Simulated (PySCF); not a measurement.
C2H4Cl2Ge. Atoms are numbered in the order given.

```xyz
9

Ge     0.1242    -0.3153    -0.3809
Cl     0.4315     1.8170    -0.5039
Cl     1.3060    -1.0651     1.2609
C     -1.7352    -0.6319    -0.0069
C     -2.6233     0.3584     0.0992
H      0.6904    -0.9441    -1.6576
H     -2.0436    -1.6751     0.1309
H     -3.6780     0.1602     0.3181
H     -2.3305     1.4064    -0.0252
```
Charge 0, spin multiplicity 1.

The structure is a stationary point at PBE0-D3(BJ)/def2-SVP. One conformer was computed; it need not be the lowest.

These are B3LYP/pcSseg-1 in PySCF values and carry that method's errors.

GIAO shieldings, no solvent; atoms listed in one row are averaged. δ = σ(ref) − σ: ⁷³Ge against GeH4 (σ = 1631.8 ppm); ³⁵Cl against HCl (σ = 933.3 ppm); ¹³C against TMS (σ = 181.3 ppm); ¹H against TMS (σ = 31.68 ppm), references at their B3LYP-D3(BJ)/def2-TZVP geometries, non-relativistic (without spin–orbit terms, shifts of atoms bonded to Cl or Br come out too high).

Computed chemical shifts:
```
nucleus   atoms  count  δ (ppm)
-------  ------  -----  -------
⁷³Ge        Ge1      1    419.9
³⁵Cl        Cl3      1     75.2
³⁵Cl        Cl2      1     22.4
¹³C          C5      1    148.0
¹³C          C4      1    144.0
¹H       H8, H9      2     6.81
¹H           H6      1     6.62
¹H           H7      1     6.56
```
